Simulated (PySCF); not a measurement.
**Iron: a sound run and one with changed settings**

Sound run: Fe [Ar] 3d6 4s2, Fe⁺ [Ar] 3d6 4s1. Calculation: PySCF 2.14, in Sapporo-DKH3-DZP-2012 (6s4p3d1f, 40 functions); the spin-free X2C one-electron Hamiltonian (Gaussian nucleus). In the sound run the correlated levels freeze [Ar]. The sound run starts from symmetry-adapted Hartree-Fock orbitals and uses a fine grid where one is needed.

Changed run: no relativity, point nucleus. This setting is unsound on purpose.

```csv
species,method,sound run (hartree),changed run (hartree),converged
Fe,UHF,-1271.31688,-1258.41194,yes
Fe,MN15,-1273.31154,-1260.43046,no
Fe,M06-2X,-1272.60472,-1259.70623,yes
Fe,MP2,-1271.46603,-1258.55759,yes
Fe⁺,UHF,-1271.07925,-1258.17792,yes
Fe⁺,MN15,-1273.01546,-1260.14004,yes
Fe⁺,M06-2X,-1272.29818,-1259.40416,yes
Fe⁺,MP2,-1271.19314,-1258.28940,yes
```

Ionisation energy of Fe:

| method | sound run (eV) | changed run (eV) |
| --- | --- | --- |
| UHF | 6.466 | 6.368 |
| M06-2X | 8.341 | 8.220 |
| MP2 | 7.426 | 7.298 |
| SCS-MP2 | 7.583 | 7.454 |

Most of the change in total energy is the relativistic energy itself. On top of that the contraction fixes the core shape for the Hamiltonian it was made with, so the changed run is not a good calculation with the other Hamiltonian either.

For comparison, NIST gives 7.902 eV between the lowest levels.
